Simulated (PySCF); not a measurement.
# BeSn at MN15

Computed with MN15; PySCF, spin-free X2C with a Gaussian nucleus, basis sets Be x2c-SVPall, Sn x2c-SVPall.

* state: ³Σ⁻ (triplet), unpaired electrons π ↑↑
* bond length: 4.431 bohr
* harmonic wavenumber: 450 cm⁻¹
* force constant: 1.00 mdyn/Å
* rotational constant Be: 0.3658 cm⁻¹
* anharmonicity ωexe: 5.17 cm⁻¹
* vibration–rotation constant αe: 0.00466 cm⁻¹
* well depth De to Be + Sn: 1.45 eV
* dissociation energy D0: 1.42 eV
* bond order (Mayer): 1.68
* dipole moment (positive dipole means Be(−)Sn(+)): -2.06 D

These are scalar-relativistic numbers at best; spin–orbit coupling would shift them, the dissociation energy most. The state was picked by a PBE0 search and need not be the measured ground state.
